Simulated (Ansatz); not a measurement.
Species: HSiOF₃, charge 0, singlet. HSiOF3 (trifluoro(hydroxy)silane, SMILES O[Si](F)(F)F).
B3LYP-D3(BJ)/def2-TZVP minimum from Ansatz (a quantum-chemistry and plane-wave program):
```xyz
6

O      1.4970    -0.0276     0.5949
Si     0.0000    -0.0007     0.0079
F     -0.2727    -1.1838    -0.9999
F     -0.9887    -0.1329     1.2210
F     -0.3201     1.3378    -0.7637
H      2.2586     0.0411     0.0145
```
Charge 0, spin multiplicity 1.

Total energies in hartree (Ansatz). Open shells are spin-unrestricted; no spin-orbit coupling. Correlated methods leave the cores frozen. No relativity. For partners of very few electrons the exact lower level stands in for a higher one.

| species | HF/cc-pV(T+d)Z | CCSD(T)/cc-pV(T+d)Z | HF/cc-pV(Q+d)Z | CCSD(T)/cc-pV(Q+d)Z | CCSD(T)/cc-pV(D+d)Z | CCSDT(Q)/cc-pV(D+d)Z |
|---|---|---|---|---|---|---|
| 1: HSiOF3 (SMILES O[Si](F)(F)F) | -663.14387 | -664.28001 | -663.18467 | -664.42029 | -663.82067 | -663.82323 |
| 2: O (triplet) | -74.81176 | -74.97396 | -74.81729 | -74.99357 | -74.90995 | -74.91013 |
| 3: Si (triplet) | -288.85649 | -288.93344 | -288.85845 | -288.93781 | -288.91643 | -288.91690 |
| 4: F (doublet) | -99.40552 | -99.62036 | -99.41377 | -99.65026 | -99.52757 | -99.52776 |
| 5: H (doublet) | -0.49981 | -0.49981 | -0.49995 | -0.49995 | -0.49928 | -0.49928 |

### Question
Work out the atomisation energy (electronic, to ground-state atoms) in kcal/mol: take Hartree-Fock from cc-pV(Q+d)Z, extrapolate the CCSD(T) correlation energy as X^-3 (X = 3, 4), and add CCSDT(Q) - CCSD(T) in cc-pV(D+d)Z. 1 hartree = 627.51 kcal/mol.

### Answer

Species 1: correlation (64·(-1.23562) - 27·(-1.13614))/37 = -1.30821; step -0.00256; E1 = -663.18467 + (-1.30821) + (-0.00256) = -664.49544
Species 2: correlation (64·(-0.17628) - 27·(-0.16220))/37 = -0.18655; step -0.00018; E2 = -74.81729 + (-0.18655) + (-0.00018) = -75.00402
Species 3: correlation (64·(-0.07936) - 27·(-0.07695))/37 = -0.08112; step -0.00047; E3 = -288.85845 + (-0.08112) + (-0.00047) = -288.94004
Species 4: correlation (64·(-0.23649) - 27·(-0.21484))/37 = -0.25229; step -0.00019; E4 = -99.41377 + (-0.25229) + (-0.00019) = -99.66625
Species 5: correlation (64·(0.00000) - 27·(0.00000))/37 = 0.00000; step +0.00000; E5 = -0.49995 + (0.00000) + (+0.00000) = -0.49995
-1·E1 +1·E2 +1·E3 +3·E4 +1·E5 = 1.05268 hartree = 660.6 kcal/mol.
